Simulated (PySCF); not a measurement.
Electronic structure of H (hydrogen, neutral) at the UHF level

Configuration: 2p1, 2P determinant (an excited configuration). Computed with PySCF 2.14 in dyall-acv3z (10s3p2d, 29 functions), with the non-relativistic Hamiltonian (point nucleus).

```
Total energy                                                  : -0.103012 hartree
One-electron energy                                           : -0.1030 hartree
Hartree (Coulomb) energy                                      : 0.1359 hartree
Exchange energy                                               : -0.1359 hartree
Kinetic energy                                                : 0.22047 hartree
⟨S²⟩                                                          : 0.7500
⟨L²⟩                                                          : 2.000
Sum of ⟨r⟩                                                    : 3.588 bohr
Sum of ⟨r²⟩                                                   : 14.42 bohr²
Traceless quadrupole moment −½Σ⟨3z² − r²⟩ along its main axis : -5.77 e·bohr²
Density at the nucleus (Gaussians lack the cusp)              : 0 bohr⁻³
Langevin diamagnetic susceptibility                           : -11.4 ×10⁻⁶ cm³/mol
```

```
shell  electrons  mean orbital energy (eV)  rms radius, mean of both spins (bohr)
 2p α          1                    -2.803                                   3.80
```

The outer electron is Rydberg-like, and this basis confines it to a smaller radius and binds it less than a complete one would.

Spin-orbit constants ζ (cm⁻¹) from the X2C one-electron operator on these orbitals (non-relativistic here): bare nucleus, nucleus screened by l(l+1)(2l+1)/3 electrons, and screened by the Breit-Pauli mean field of the electrons.

| shell | bare | screened nucleus | mean field |
| --- | --- | --- | --- |
| 2p | 0.4221 | 0.4221 | 0.3924 |

To first order the Landé constant is A = 0.3924 cm⁻¹, so the lowest level has J = 1/2 and lies 4.87e-05 eV below the centre of the term.
